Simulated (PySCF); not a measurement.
# Two-component Hartree-Fock for Dy³⁺ (dysprosium, charge +3)

Start: [Xe] 4f9; 4f5/2 filled at m_j = -5/2, -3/2, -1/2, +1/2, +3/2, +5/2; 4f7/2 filled at m_j = +3/2, +5/2, +7/2. Calculated with PySCF 2.14 in x2c-TZVPPall-2c: generalised Hartree-Fock with the X2C-1e Hamiltonian and a Gaussian nucleus; one run each with spin-orbit coupling (SO) switched off, then screened by Boettger's factors.

```csv
spinor shell,electrons,"ε, spin-free (eV)","ε, screened SO (eV)",weight of nominal j (screened SO),"rms radius, screened SO (bohr)"
1s1/2,2,-54091.7,-54080.5,1.000,0.0240
2s1/2,2,-9159.8,-9156.3,1.000,0.0971
2p1/2,2,-8126.8,-8692.2,1.000,0.0830
2p3/2,4,-8126.8,-7887.1,1.000,0.0896
3s1/2,2,-2117.7,-2116.6,1.000,0.250
3p1/2,2,-1794.3,-1914.1,1.000,0.241
3p3/2,4,-1794.3,-1742.7,1.000,0.255
3d3/2,4,-1376.5,-1398.8,0.998,0.228
3d5/2,6,-1376.5,-1360.6,0.998,0.231
4s1/2,2,-470.32,-469.97,1.000,0.563
4p1/2,2,-361.13,-389.58,0.987,0.578
4p3/2,4,-361.13,-348.69,0.993,0.607
4d3/2,4,-209.00,-217.79,0.801,0.652
4d5/2,6,-209.00,-202.86,0.867,0.660
5s1/2,2,-89.414,-89.356,1.000,1.38
5p1/2,2,-59.979,-64.279,0.957,1.52
4f5/2,6,-47.490,-47.103,0.725,0.879
4f7/2,3,-47.490,-48.077,0.801,0.874
```

Q: Where does 5p3/2 lie, and what is the 5p spin-orbit splitting (screened SO)?

A: At -58.105 eV, 6.174 eV above 5p1/2.

```
   quantity     spin-free   screened SO
E (hartree)  -12147.25084  -12156.21947
        M_J          15/2          15/2
       ⟨J²⟩        63.763        63.772
       ⟨L²⟩        30.007        30.660
       ⟨S²⟩         8.756         8.596
```

Each row is a mean over spinors that exchange with the open shell spreads, by up to 16.264 eV (4d5/2).

Rows whose weight is well below 1 are mixtures of j = l ± 1/2: exchange outweighs spin-orbit coupling there, and the label is only the starting occupation.

Breit and QED terms are absent; they matter most for the inner s and p1/2 levels.

Densities and radii are taken from the X2C orbitals without a picture-change correction, which distorts them close to the nucleus.

Without spin-orbit coupling the j labels of p, d and f shells carry no meaning; the spin-free column gives the mean over the occupied spinors of each nl shell.
